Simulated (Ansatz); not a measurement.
Consider the substitution at a C–C bond: `CC(=N)CBr` + HI → `BrCI` + `CC=N`.

Computed with Ansatz on PBE0-D4/def2-TZVP structures; ΔE is electronic, products minus reactants. CCSD(T)/CBS adds triple-zeta CCSD(T) − MP2 to the extrapolated MP2 energy (def2 sets, frozen cores). DFT in def2-TZVPP. def2 core potentials past Kr. For Br, I outer-core shells are correlated without core-valence functions, which leaves a few kJ/mol of doubt a bond. Scalar relativity is left out up to krypton. Each species was taken in one conformer, which may not be the lowest.

```
        level  ΔE (kJ/mol)
    r2SCAN-D4         45.1
       r2SCAN         43.8
         PBE0         42.4
HF/def2-TZVPP         46.6
```

Problem. What does CCSD(T)/CBS give? (Best estimate.)

Solution. Ansatz gave: +40.0 kJ/mol. The listed levels differ from it by 5.1, 3.8, 2.4, 6.6 kJ/mol.

Largest T1 diagnostic among the species: 0.012.

The D4 term adds +4.1 kJ/mol with B3LYP and +2.7 kJ/mol with PBE0; it sums over pairs of atoms, weighted by their polarisabilities, and B3LYP, whose exchange is more repulsive, gets the larger term. From PBE to PBE0 (25 % exact exchange), in def2-TZVPP and without D4, ΔE moves by +5.8 kJ/mol.

B3LYP here is the variant with VWN-RPA as its local correlation; programs differ in this.
